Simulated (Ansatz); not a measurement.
Basis sets compared for the cluster AlSi3⁺ (the lowest singlet isomer of a short search). Charge 1, multiplicity 1. Geometry PBE0-D4/def2-TZVP. Ansatz on 4 threads of Arm Neoverse V1 on a shared host; times are rough, and most runs start from earlier orbitals.

```xyz
4

Al   -1.321    0.794   -1.094
Si    0.080    1.156    0.848
Si    1.235   -0.742    1.022
Si    0.006   -1.208   -0.777
```

The structure comes from a short search, and lower isomers may exist.

```json
{"level": "PBE-D4/def2-SVP", "functions": "72", "energy (Eh)": "-1109.6672", "HOMO (eV)": "-11.00", "LUMO (eV)": "-9.24", "wall time": "0.65 s"}
{"level": "PBE0-D4/def2-SVP", "functions": "72", "energy (Eh)": "-1109.7435", "HOMO (eV)": "-11.79", "LUMO (eV)": "-8.72", "wall time": "0.75 s"}
```

**Question.** Estimate the rows for PBE-D4/def2-TZVP, PBE0-D4/def2-TZVP.

**Answer.** 
| level | functions | energy (Eh) | HOMO (eV) | LUMO (eV) | wall time |
| --- | --- | --- | --- | --- | --- |
| PBE-D4/def2-TZVP | 148 | -1110.0577 | -10.86 | -9.08 | 1.2 s |
| PBE0-D4/def2-TZVP | 148 | -1110.1320 | -11.65 | -8.53 | 1.6 s |
